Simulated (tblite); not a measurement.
A tight-binding relaxation on `CC(C)[C@@H]1CCC[AsH]C1`.

Computed with GFN2-xTB geometry optimisation, gas phase (tblite 0.8.0). Start geometry: from a force field or distance geometry. The input is one job of a driver script: a line of settings, then coordinates in Å.

Command:
```bash
OMP_NUM_THREADS=1 python probes_run.py task.json out
```

Input:
```
{"job": {"kind": "relax", "xc": "GFN2-xTB", "basis": "xTB"}, "charge": 0, "multiplicity": 1}
C     -2.075800     0.451100     1.204300
C     -1.690000    -0.363600    -0.042000
C     -2.551600     0.022400    -1.229200
C     -0.163300    -0.284700    -0.380300
C      0.679500    -1.079500     0.671300
C      2.137000    -1.266000     0.224600
C      2.892300     0.066300     0.136600
As     2.161600     1.168900    -1.315100
C      0.360000     1.151600    -0.510300
H     -1.495700     0.149300     2.095900
H     -3.158300     0.277500     1.442100
H     -1.947400     1.537500     1.028200
H     -1.935700    -1.429700     0.198700
H     -2.469500     1.107600    -1.463200
H     -3.630200    -0.186000    -1.009100
H     -2.275700    -0.556800    -2.120200
H     -0.023200    -0.794400    -1.350800
H      0.658500    -0.575100     1.651800
H      0.241000    -2.086600     0.808400
H      2.659200    -1.908500     0.980100
H      2.181200    -1.781800    -0.748600
H      3.963900    -0.125400    -0.068100
H      2.820800     0.620500     1.115800
H      2.548400     2.500100    -0.625100
H      0.404700     1.656500     0.484200
H     -0.312500     1.751600    -1.166800
```

Output:
```
step      E/eV     max force
  0    -766.39172    1.009
  1    -766.50178    0.419
  2    -766.53585    0.379
  3    -766.54686    0.246
  4    -766.55364    0.149
  5    -766.55747    0.123
  6    -766.56298    0.165
  7    -766.56703    0.159
  8    -766.56964    0.102
  9    -766.57087    0.065
... (29 lines left out)
 39    -766.57726    0.016
 40    -766.57731    0.019
 41    -766.57736    0.016
 42    -766.57742    0.016
 43    -766.57746    0.016
 44    -766.57752    0.018
 45    -766.57757    0.020
 46    -766.57761    0.016
 47    -766.57764    0.013
 48    -766.57766    0.010
```

«max force» is the largest atomic force in eV/Å.

Q: From which step on does the largest force stay under 0.1 eV/Å, and how much energy is left to gain from there?

A: From step 9 (0.065 eV/Å), 6.8 meV above the end.

Summary of the converged run: energy lowered by 4.3 kcal/mol over 48 steps; largest atomic force 0.010 eV/Å at the end.

Hardware: one thread of an Arm Neoverse V1 (shared host). Cost: 0.5 s wall.
Labels such as C1 count atoms from 1, the log's own numbers from 0.
